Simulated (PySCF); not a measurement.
Ga(F)(Br)(NH2) (BrFGaH2N), SMILES [F][Ga]([Br])[NH2]. Atoms are numbered in the order given.

```xyz
6

Ga    -0.0306    -0.7470     0.0000
F     -1.6088    -1.5090     0.0000
Br     0.0497     1.5320     0.0000
N      1.4218    -1.8028     0.0000
H      2.3702    -1.4466     0.0000
H      1.3679    -2.8151     0.0000
```

Geometry: B3LYP-D3(BJ)/def2-SVP. The structure was generated by enumeration; whether it is a known compound was not checked. One conformer was computed; it need not be the lowest.

Calculation: B3LYP/def2-TZVP in PySCF.

Symmetry labels are those of the subgroup Cs that the program uses (full group Cs).

Computed valence orbital energies around the gap with their symmetry:
```
orbital  symmetry  energy (eV)
-------  --------  -----------
HOMO−7         A'       -13.46
HOMO−6         A'       -11.50
HOMO−5         A'       -10.88
HOMO−4         A"       -10.86
HOMO−3         A'        -9.84
HOMO−2         A"        -8.70
HOMO−1         A'        -8.46
HOMO           A"        -7.83
LUMO           A'        -1.62
LUMO+1         A"        -0.66
LUMO+2         A'         0.74
LUMO+3         A'         1.45
```
